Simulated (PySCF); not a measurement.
**Worked example: oscillator strength and radiative lifetime**

Si(CCH)(H)2(Me) (C₃H₆Si), SMILES C#C[SiH2]C.

The structure is a stationary point at r2SCAN-D4/def2-SVP.

TDA-LC-ωPBE/def2-SVPD (PySCF 2.14.0) puts the first singlet state with f over 0.02 at 8.57 eV (vertical), with the transition dipole (-0.403, 0.518, 0.000) in atomic units.

Question: Find the oscillator strength, the wavelength and the radiative lifetime that this transition would have in vacuum if emission retraced absorption.

Answer: 
|μ|² = 0.4307 au, so |μ| = 1.67 D. ΔE = 8.57/27.211 = 0.3149 hartree. f = (2/3) ΔE |μ|² = 0.090 (the program prints 0.090).
λ = 1239.84/8.57 = 145 nm; ν = 69122 cm⁻¹.
Einstein's coefficient A = 0.6670 ν² f s⁻¹ (ν in cm⁻¹) = 2.9e8 s⁻¹, so τ = 1/A = 3.5 ns. This state is S5; the lower singlets have f = 0.000, 0.001, 0.002, 0.011. The figure is the radiative limit of this one transition; relaxation, internal conversion, crossing to triplets and a medium change what is measured.
